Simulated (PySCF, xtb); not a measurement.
C3H8N2Si, SMILES C#CC[SiH](N)N.

GFN2-xTB in xtb at its own geometry gives an orbital gap of 5.87 eV and a dipole moment of 1.12 D.

Geometry: B3LYP-D3(BJ)/def2-SVP. The structure was generated by enumeration, and PubChem lists no compound with its InChIKey, so it may never have been made. One conformer was computed; it need not be the lowest.

Question: What does PBE0/def2-TZVP run with PySCF give? (An estimate is asked for; the answer gives what the named calculation found.)

Answer: gap 7.77 eV (levels -6.86 and 0.90 eV), dipole 1.37 D.
